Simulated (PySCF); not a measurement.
SCF from a fresh guess for singlet RhF5, at the PBE0 minimum. PySCF input:

```python
from pyscf import gto, scf, dft
mol = gto.M(atom='''
Rh     0.000000     0.000000    -0.050535
F     -0.000000    -0.000000     1.843675
F      0.000000     0.000000    -1.928029
F      1.770145    -0.000006     0.119102
F     -0.885067     1.532994     0.119102
F     -0.885078    -1.532988     0.119102''',
    basis={'Rh': 'def2-SVP', 'F': 'def2-SVP'},
    ecp={'Rh': 'def2-SVP'},
    charge=0, spin=0)
mf = dft.RKS(mol, xc='PBE0')
mf.grids.atom_grid = (50, 194)
aux = {'Rh': 'def2-universal-JKFIT', 'F': 'def2-universal-JKFIT'}
mf = mf.density_fit(auxbasis=aux)
mf.conv_tol = 1e-08
mf.diis_space = 10
mf.max_cycle = 60
mf.init_guess = 'minao'
mf.verbose = 4
mf.kernel()
```

Excerpt of the output (cycles and frontier levels):

```
init E= -598.769777808655
  HOMO = -0.73498753068993  LUMO = -0.668086419345599  gap/eV = 1.82047
cycle= 1 E= -608.596066036759  delta_E= -9.83  |g|= 0.815  |ddm|=  3.6
  HOMO = -0.220865639603395  LUMO = -0.204296654405252  gap/eV = 0.45087
cycle= 2 E= -608.328867975255  delta_E= 0.267  |g|= 1.47  |ddm|=  1.9
  HOMO = -0.330178902635559  LUMO = -0.212373050942483  gap/eV = 3.20566
cycle= 3 E= -608.669584910287  delta_E= -0.341  |g|= 0.496  |ddm|= 1.47
  HOMO = -0.379232883894947  LUMO = -0.275244189473853  gap/eV = 2.82968
cycle= 4 E= -608.714251107361  delta_E= -0.0447  |g|= 0.193  |ddm|=  0.5
  HOMO = -0.369310839608057  LUMO = -0.270691954799458  gap/eV = 2.68356
cycle= 5 E= -608.718384518614  delta_E= -0.00413  |g|= 0.125  |ddm|= 0.197
  HOMO = -0.373411784552013  LUMO = -0.274546371306523  gap/eV = 2.69026
cycle= 6 E= -608.720776625708  delta_E= -0.00239  |g|= 0.0519  |ddm|= 0.102
  HOMO = -0.374572858812547  LUMO = -0.270981711675357  gap/eV = 2.81886
cycle= 7 E= -608.72129205103  delta_E= -0.000515  |g|= 0.0134  |ddm|= 0.0455
  HOMO = -0.37484006509306  LUMO = -0.270513018633007  gap/eV = 2.83888
cycle= 8 E= -608.721354362003  delta_E= -6.23e-05  |g|= 0.00349  |ddm|= 0.0217
  HOMO = -0.375316344688279  LUMO = -0.270215124106669  gap/eV = 2.85995
cycle= 9 E= -608.721376214827  delta_E= -2.19e-05  |g|= 0.00124  |ddm|= 0.0267
  HOMO = -0.375470688392436  LUMO = -0.270119394628729  gap/eV = 2.86675
cycle= 10 E= -608.721380527214  delta_E= -4.31e-06  |g|= 0.000752  |ddm|= 0.0139
  HOMO = -0.375519064022911  LUMO = -0.270062684132334  gap/eV = 2.86961
cycle= 11 E= -608.721381213524  delta_E= -6.86e-07  |g|= 0.000328  |ddm|= 0.00513
  HOMO = -0.375557001273685  LUMO = -0.270026985545285  gap/eV = 2.87162
cycle= 12 E= -608.721381348691  delta_E= -1.35e-07  |g|= 0.000204  |ddm|= 0.0027
  HOMO = -0.375569923822173  LUMO = -0.270027797633342  gap/eV = 2.87195
cycle= 13 E= -608.721381358045  delta_E= -9.35e-09  |g|= 9.91e-05  |ddm|= 0.000387
  HOMO = -0.375557240644792  LUMO = -0.270020596301568  gap/eV = 2.87180
Extra cycle  E= -608.721381350139  delta_E= 7.91e-09  |g|= 0.000256  |ddm|= 0.000319
converged SCF energy = -608.721381350139
```

No lower solution of this spin was found by a stability analysis within the restricted form, which does not test spin polarisation.

At the minimum of this search the closed-shell solution is unstable towards spin polarisation, so a lower open-shell solution exists.

The search for the lowest solution, with the stability check, took 12 s on 2 threads of a shared Arm Neoverse N1 host, with 101 basis functions; the process peaked at 0.43 GiB. Launch command: `OMP_NUM_THREADS=2 python axn.py task.json out`.
